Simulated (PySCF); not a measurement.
# Multinuclear NMR of C$_{8}$H$_{8}$O$_{2}$

Geometry (Å), atoms numbered from 1 in this order:
```xyz
18

C     3.3011   -0.3490   -0.8922
O     1.8889   -0.4436   -0.7978
C     1.3115    0.3271    0.1386
O     1.9392    1.0617    0.8621
C    -0.1620    0.1704    0.1766
C    -0.8804    0.9171    1.1076
C    -2.2555    0.8018    1.1762
C    -2.9205   -0.0588    0.3171
C    -2.2097   -0.8043   -0.6107
C    -0.8337   -0.6935   -0.6845
H     3.5990    0.6743   -1.1303
H     3.7658   -0.6377    0.0529
H     3.5986   -1.0282   -1.6870
H    -0.3391    1.5800    1.7654
H    -2.8111    1.3814    1.8984
H    -3.9955   -0.1493    0.3704
H    -2.7328   -1.4736   -1.2779
H    -0.2727   -1.2694   -1.4034
```

[PySCF: coordinates at the GFN2-xTB level; shielding tensors at PBE0/pcSseg-1 (GIAO); one conformer; relativity neglected; no solvent; averaged over atoms made equivalent by symmetry, fast rotation or ring inversion]

**Question.** What are the 17O shifts?

**Answer.** 
```csv
atoms,environment,σ (ppm),δ (ppm)
O4,ester carbonyl oxygen,-80.7,340.2
O2,ester alkoxy oxygen,157.8,123.0
```

Shieldings were converted by a linear fit to measured shifts: 17O: δ = 266.70 − 0.911σ (rms 10.7 ppm, 155 shifts, 12.2 ppm with the 3 outliers that the fit left out vs liquid water, solution or neat liquid). Occasional misses reach two or three times the rms, and more in compound classes unlike the fitted ones.

On a 300 MHz spectrometer 17O resonates near 40.7 MHz, so 1 ppm is 40.7 Hz.
